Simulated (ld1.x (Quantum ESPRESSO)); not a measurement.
# Scattering properties, RRKJ potential for mercury

ld1.x (Quantum ESPRESSO) 7.5 input, shortened:

```
&input
   title='Hg', zed=80., rel=1, dft='REVPBE', iswitch=3,
   config='[Xe] 4f14 5d10 6s1.75 6p0'
 /
 &inputp
   pseudotype=2, tm=.false., rho0=0.01, lloc=0,
   nlcc=.true., new_core_ps=.true., rcore=0.45
 /
3
5P  2  1   6.00   0.00  1.25  1.25  0.0
5D  3  2  10.00   0.00  2.20  2.20  0.0
5S  1  0   2.00   0.00  0.85  0.85  0.0
 &test
   configts(1)='5s2 5p6 5d10 6s1.75 6p0'
 /
```

Occupied shells without a wave of their own: 6s. They enter only through the test configuration that unscreens the potential, and ld1.x also counts them in the model core charge.

The phase is arctan(r·u′/u) with u = r·R(r), unwrapped; energies in Ry, scanned from -11 to 5 Ry. A pole is an energy at which the radial function vanishes at the test radius. The pseudo phase is shifted by a multiple of π to meet the all-electron one at the reference energy, and phase errors are pseudo minus all-electron; the curves can meet again beyond the range given. Levels narrower than the energy grid can be missing from the lists of poles.

```csv
channel,radius (bohr),reference energy (Ry),"poles, all-electron","poles, pseudo",unbroken range about the reference energy with phases within 0.05 rad,phase error 1 Ry above the reference energy (rad)
s,2.40,-8.84,"-8.81, 1.95","-8.81, 1.83",below -0.9,-0.000
p,2.40,-5.04,"-4.99, 3.99","-4.99, 3.94",the whole range,-0.000
d,2.40,-0.88,-0.45,-0.45,below 2.1,+0.003
```

ld1.x takes every shell without a wave as core, so the model core holds the 6s electrons as well and exchange and correlation see them twice. This cancels in the reference configuration, but the file is broken for other ones, and its errors say nothing about a proper core correction.

Phases in the s channel:

```tsv
E (Ry)	all-electron	pseudo
-11.00	1.435	1.435
-10.52	1.432	1.432
-10.04	1.427	1.427
-9.56	1.421	1.421
-9.08	1.409	1.409
-8.60	-1.714	-1.714
-8.12	-1.727	-1.727
-7.64	-1.735	-1.735
-7.16	-1.742	-1.742
-6.68	-1.751	-1.751
-6.20	-1.760	-1.760
-5.72	-1.770	-1.770
-5.24	-1.783	-1.783
-4.76	-1.798	-1.798
-4.28	-1.816	-1.816
-3.80	-1.840	-1.840
-3.32	-1.871	-1.871
-2.84	-1.915	-1.916
-2.36	-1.981	-1.983
-1.88	-2.095	-2.100
-1.40	-2.328	-2.342
-0.92	-2.909	-2.957
-0.44	-3.832	-3.882
0.04	-4.303	-4.328
0.52	-4.499	-4.514
1.00	-4.601	-4.613
1.48	-4.667	-4.677
1.96	-4.714	-4.724
2.44	-4.752	-4.762
2.92	-4.786	-4.798
3.40	-4.819	-4.833
3.88	-4.854	-4.872
4.36	-4.895	-4.919
4.84	-4.947	-4.984
```
